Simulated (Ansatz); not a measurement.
Ideal-gas functions of CH3AlCl2S, SMILES `C[S][Al]([Cl])[Cl]` at 500 K and 1 bar, from an Ansatz frequency run at PBE0-D4/def2-TZVP.

Molar mass 144.99 g/mol, point group C1 (symmetry number 1), electronic degeneracy 1, moments of inertia 234.319, 365.612, 596.72 u Å². Harmonic wavenumbers (cm⁻¹, unscaled): 16, 73, 111, 141, 192, 214, 374, 601, 610, 720, 977, 986, 1354, 1469, 1476, 3077, 3169, 3177.

Use S(trans) = R[1.5 ln M + 2.5 ln T − 1.1517]; rotational temperatures θ = 24.2544 K / I; S(rot) = R[ln(√π/σ · √(T³/θAθBθC)) + 1.5]; for each mode x = 1.438777 ν̃/T, S = R[x/(eˣ − 1) − ln(1 − e⁻ˣ)] and H = RT x/(eˣ − 1); 1 cm⁻¹ = 0.0119627 kJ/mol; R = 8.31446 J/(mol·K).

Problem. By hand: the entropy, in J/(mol·K).

Solution. Translation 181.7. Rotation: θ = 0.1035, 0.0663, 0.0406 K, giving 128.8. Vibration, mode by mode: 33.91, 21.30, 17.84, 15.87, 13.35, 12.48, 8.09, 4.72, 4.63, 3.60, 2.01, 1.97, 0.84, 0.64, 0.63, 0.01, 0.01, 0.01, in all 141.9. Electronic 0.0. Sum 452.4 J/(mol·K).

Problem. By hand: H − E and G − E in kJ/mol, counted from the electronic energy.

Solution. Zero-point energy ½ × 18737 × 0.0119627 = 112.1; thermal vibration 29.8; translation, rotation and pV give 4 RT = 16.6. H − E = 158.5 kJ/mol, and G − E = 158.5 − 500 × 452.4/1000 = -67.7 kJ/mol.

Vibration gives 31 % of the entropy, 88.9 J/(mol·K) of it from the modes under 150 cm⁻¹: soft modes count most, and the harmonic formula is weakest for them. The sum counts one conformer and one mirror image; others add a mixing term.
